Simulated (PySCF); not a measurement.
Al(H)3 anion (AlH3), SMILES [AlH3] (connectivity only; charge and spin as stated), charge -1, multiplicity 2. Atoms are numbered in the order given.

```xyz
4

Al     0.0000     0.0000    -0.0953
H      1.3463     0.7773     0.4129
H     -1.3463     0.7773     0.4129
H      0.0000    -1.5545     0.4129
```
Charge -1, spin multiplicity 2.

The structure is a stationary point at B3LYP-D3(BJ)/def2-TZVPD. The spin state was assumed, not searched. The isomer is the one that the SMILES or the coordinates give; other isomers of the formula were not compared.

Two levels are set side by side: PBE/pcH-1 (PySCF) and PBE0/pcH-1 (PySCF). Contact hyperfine couplings, same geometry. Differences are taken from unrounded values.

```csv
quantity,PBE0,PBE,PBE minus PBE0
"A(iso) of 27Al, atom Al1 (MHz)",351.1,331.5,-19.7
"A(iso) of 1H, atom H2 (MHz)",8.6,9.1,0.5
"A(iso) of 1H, atom H3 (MHz)",8.6,9.1,0.5
"A(iso) of 1H, atom H4 (MHz)",8.6,9.1,0.5
```

Rough cost on one machine, each run with all the roots and properties that it gave: PBE0 against PBE within a factor of 2.
